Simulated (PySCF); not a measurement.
KF⁻: from constants to spectrum

UHF-CCSD(T) constants of KF⁻, ²Σ⁺ (doublet), unpaired electrons σ ↑ (basis K def2-SVPD, F def2-SVPD; no relativity; PySCF 2.14; masses 38.9637 and 18.9984 u):

```
ωe           : 343.2 cm⁻¹
ωexe         : 2.61 cm⁻¹
Be           : 0.24259 cm⁻¹
αe           : 0.00257 cm⁻¹
De to K + F⁻ : 2.03 eV
```

(1) What force constant and bond length do these constants imply?

(2) Estimate the centrifugal constant D from the Kratzer relation and find the Dunham coefficient a1.

Correlated steps freeze 6 core orbitals. Correlated levels converge slowly with the basis: in double zeta they bind strong bonds too weakly, by up to about 1 eV, and carry superposition errors of some tenths. For an ion De counts to the pair picked by the measured ionisation energies or electron affinities, which need not be the lowest pair at this level. The state is the lowest determinant that a PBE0 search found; another state may lie lower at other levels.

Results:

(1) Reduced mass μred = 12.771 u; k = 5.8918×10⁻⁷·μred·ωe² (u, cm⁻¹, mdyn/Å) = 0.886 mdyn/Å; Re = √(16.8576/(μred·Be)) (u, cm⁻¹, Å) = 2.333 Å.

(2) D = 4Be³/ωe² = 4.85e-07 cm⁻¹; a1 = −1 − αeωe/(6Be²) = -3.50.
